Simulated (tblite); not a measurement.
Compound: C12H10B2.
Numbering: `[BH:1]1[c:2]2[cH:3][cH:4][cH:5][cH:6][c:7]2[BH:8][c:9]2[cH:10][cH:11][cH:12][cH:13][c:14]21` (hydrogens: H15 on B1; H16 on C3; H17 on C4; H18 on C5; H19 on C6; H20 on B8; H21 on C10; H22 on C11; H23 on C12; H24 on C13)

Computed with GFN2-xTB (tblite), gas phase: L-BFGS steps from a force-field or distance-geometry start until the largest atomic force falls under 0.01 eV/Å.

The end geometry, which sets the zero of energy:
```
atom  x, y, z in Å
B1     -0.0946   -1.2073    0.8643
C2      1.2875   -0.5633    0.5711
C3      2.4612   -1.0955    1.1078
C4      3.7000   -0.5299    0.8532
C5      3.7875    0.5926    0.0471
C6      2.6354    1.1390   -0.4944
C7      1.3769    0.5858   -0.2522
B8      0.0936    1.2081   -0.8653
C9     -1.2883    0.5636   -0.5729
C10    -2.4624    1.0970   -1.1074
C11    -3.7010    0.5320   -0.8514
C12    -3.7883   -0.5910   -0.0463
C13    -2.6361   -1.1386    0.4933
C14    -1.3777   -0.5858    0.2498
H15    -0.1689   -2.1579    1.5484
H16     2.4003   -1.9721    1.7387
H17     4.5940   -0.9626    1.2811
H18     4.7502    1.0406   -0.1570
H19     2.7113    2.0166   -1.1218
H20     0.1671    2.1621   -1.5444
H21    -2.4016    1.9750   -1.7360
H22    -4.5952    0.9652   -1.2778
H23    -4.7512   -1.0379    0.1587
H24    -2.7114   -2.0161    1.1210
```

Task: These geometries come from the run, each turned onto the end geometry. Order them by energy, lowest first.
A.
```
atom  x, y, z in Å
B1     -0.0875   -1.2286    0.8754
C2      1.2974   -0.5579    0.5616
C3      2.4778   -1.1191    1.1239
C4      3.7120   -0.5283    0.8483
C5      3.8001    0.5957    0.0523
C6      2.6410    1.1567   -0.5105
C7      1.3924    0.5874   -0.2540
B8      0.1014    1.2301   -0.8755
C9     -1.2982    0.5588   -0.5737
C10    -2.4738    1.1140   -1.1196
C11    -3.7167    0.5337   -0.8620
C12    -3.8059   -0.6010   -0.0467
C13    -2.6521   -1.1564    0.5144
C14    -1.3885   -0.5854    0.2440
H15    -0.1743   -2.1764    1.5656
H16     2.4167   -1.9932    1.7648
H17     4.6111   -0.9627    1.2859
H18     4.7656    1.0374   -0.1566
H19     2.7334    2.0396   -1.1293
H20     0.1752    2.1863   -1.5609
H21    -2.4236    2.0004   -1.7518
H22    -4.6120    0.9682   -1.2848
H23    -4.7617   -1.0355    0.1657
H24    -2.7414   -2.0439    1.1310
```
B.
```
atom  x, y, z in Å
B1     -0.0946   -1.2116    0.8638
C2      1.2953   -0.5669    0.5694
C3      2.4708   -1.1025    1.1118
C4      3.7076   -0.5304    0.8531
C5      3.7963    0.5907    0.0489
C6      2.6447    1.1448   -0.4973
C7      1.3853    0.5850   -0.2538
B8      0.0922    1.2132   -0.8678
C9     -1.2959    0.5643   -0.5750
C10    -2.4699    1.1010   -1.1116
C11    -3.7096    0.5307   -0.8555
C12    -3.7972   -0.5913   -0.0474
C13    -2.6436   -1.1440    0.4970
C14    -1.3837   -0.5887    0.2491
H15    -0.1709   -2.1642    1.5563
H16     2.4162   -1.9740    1.7485
H17     4.6046   -0.9576    1.2806
H18     4.7603    1.0363   -0.1545
H19     2.7297    2.0275   -1.1221
H20     0.1730    2.1728   -1.5506
H21    -2.4213    1.9821   -1.7387
H22    -4.6046    0.9618   -1.2803
H23    -4.7609   -1.0344    0.1625
H24    -2.7352   -2.0248    1.1213
```
C.
```
atom  x, y, z in Å
B1     -0.0907   -1.2201    0.8692
C2      1.3030   -0.5715    0.5726
C3      2.4723   -1.1069    1.1144
C4      3.7100   -0.5356    0.8544
C5      3.7923    0.6009    0.0457
C6      2.6509    1.1492   -0.5026
C7      1.3879    0.5934   -0.2592
B8      0.0975    1.2230   -0.8718
C9     -1.2966    0.5684   -0.5798
C10    -2.4759    1.1075   -1.1158
C11    -3.7103    0.5304   -0.8580
C12    -3.7947   -0.5955   -0.0479
C13    -2.6526   -1.1473    0.5051
C14    -1.3883   -0.5956    0.2521
H15    -0.1734   -2.1750    1.5645
H16     2.4166   -1.9904    1.7623
H17     4.6088   -0.9606    1.2839
H18     4.7651    1.0374   -0.1561
H19     2.7323    2.0383   -1.1288
H20     0.1748    2.1842   -1.5592
H21    -2.4229    1.9965   -1.7489
H22    -4.6120    0.9675   -1.2846
H23    -4.7659   -1.0372    0.1659
H24    -2.7399   -2.0414    1.1302
```
D.
```
atom  x, y, z in Å
B1     -0.0945   -1.2071    0.8618
C2      1.2911   -0.5656    0.5691
C3      2.4665   -1.0946    1.1070
C4      3.7054   -0.5299    0.8533
C5      3.7932    0.5914    0.0466
C6      2.6411    1.1386   -0.4929
C7      1.3810    0.5848   -0.2538
B8      0.0938    1.2069   -0.8645
C9     -1.2919    0.5640   -0.5734
C10    -2.4683    1.0953   -1.1073
C11    -3.7065    0.5303   -0.8525
C12    -3.7941   -0.5905   -0.0465
C13    -2.6417   -1.1384    0.4905
C14    -1.3813   -0.5870    0.2483
H15    -0.1694   -2.1550    1.5490
H16     2.4132   -1.9683    1.7421
H17     4.6020   -0.9578    1.2800
H18     4.7578    1.0365   -0.1543
H19     2.7252    2.0182   -1.1166
H20     0.1705    2.1618   -1.5427
H21    -2.4169    1.9747   -1.7340
H22    -4.6018    0.9605   -1.2791
H23    -4.7581   -1.0338    0.1607
H24    -2.7281   -2.0153    1.1169
```

Result: D (0.002 eV), B (0.011 eV), C (0.053 eV), A (0.113 eV).

In the order of the answer:

```tsv
step	E above end (eV)	largest force (eV/Å)	rms force component (eV/Å)	rms distance from end (Å)	rms bond change (Å)	bond most changed (Å)
6	0.002	0.06	0.017	0.008	0.001	B8–C9 +0.002
3	0.011	0.27	0.078	0.013	0.004	C7–B8 +0.011
1	0.053	0.63	0.191	0.021	0.010	C2–C7 +0.017
0	0.113	1.28	0.385	0.025	0.014	B1–C14 +0.030
```

The cost below is that of the whole relaxation. The run took 0.45 s of wall time on one thread, AMD EPYC 7R43 (x86_64), no GPU (shared host).
